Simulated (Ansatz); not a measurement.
Wavefunction ladder for GaH₃O, SMILES `[OH][GaH2]`

```xyz
5

O     1.239   -0.269    0.141
Ga   -0.427    0.298   -0.178
H     1.286   -1.080    0.650
H    -1.603   -0.564    0.390
H    -0.495    1.615   -1.003
```

Total charge 0; spin multiplicity 1. Correlated methods include outer-core shells of Ga, which these sets cover unevenly. Scalar relativity is left out up to krypton. Geometry: relaxed with PBE0-D4/def2-TZVP. Frozen core, restricted reference, Ansatz 0.2.0.

```tsv
basis	HF (Eh)	MP2 corr.
def2-SVP	-1999.55852	-0.41205
def2-TZVPP	-1999.90700	-0.48239
def2-QZVPP	-1999.95198	-0.74970
```

Q: Estimate the CCSD correlation energy and the (T) correction in each basis where they were run (hartree).

A: 
| basis | CCSD corr. | (T) |
| --- | --- | --- |
| def2-SVP | -0.41771 | -0.01103 |
| def2-TZVPP | -0.48869 | -0.01763 |
| def2-QZVPP | -0.73374 | -0.02322 |
